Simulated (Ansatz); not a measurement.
Basis sets compared for `FCC(F)(F)CCC1(F)CC(F)(F)CO1`. Charge 0, multiplicity 1. Geometry PBE0-D4/def2-SVP. Ansatz on 6 threads of Intel Xeon 6975P-C on a shared host; times are rough, and most runs start from earlier orbitals.

Cartesian coordinates in Å:
```
F 1.604 2.862 1.315
C 1.781 1.929 2.295
C 0.461 1.253 2.619
F -0.298 2.101 3.356
F 0.764 0.196 3.426
C -0.350 0.793 1.433
C 0.374 -0.210 0.552
C -0.522 -0.767 -0.528
F -1.602 -1.395 0.078
C 0.107 -1.770 -1.493
C -0.599 -1.481 -2.812
F -1.297 -2.539 -3.278
F 0.296 -1.151 -3.776
C -1.525 -0.302 -2.500
O -1.006 0.261 -1.317
H 2.159 2.412 3.210
H 2.507 1.173 1.958
H -0.627 1.681 0.850
H -1.275 0.354 1.835
H 0.745 -1.055 1.153
H 1.235 0.262 0.054
H 1.181 -1.577 -1.610
H -0.052 -2.804 -1.168
H -1.510 0.451 -3.297
H -2.550 -0.679 -2.354
```

Binding counts from free atoms (F doublet, C triplet, O triplet, H doublet) in the same basis, without a counterpoise term.

```tsv
level	functions	energy (Eh)	HOMO (eV)	LUMO (eV)	binding per atom (eV)	wall time
PBE-D4/def2-SVP	260	-983.4025	-6.93	0.50	4.63	1.9 s
PBE0-D4/def2-SVP	260	-983.4432	-8.72	1.39	4.50	3.5 s
```

(1) Estimate the rows for PBE-D4/def2-TZVP, PBE0-D4/def2-TZVP (with forces).

## Answers

(1) 
```json
{"level": "PBE-D4/def2-TZVP", "functions": "525", "energy (Eh)": "-984.5566", "HOMO (eV)": "-7.14", "LUMO (eV)": "-0.03", "binding per atom (eV)": "4.54", "wall time": "3.8 s"}
{"level": "PBE0-D4/def2-TZVP (with forces)", "functions": "525", "energy (Eh)": "-984.5907", "HOMO (eV)": "-8.81", "LUMO (eV)": "0.82", "binding per atom (eV)": "4.42", "wall time": "17 s"}
```
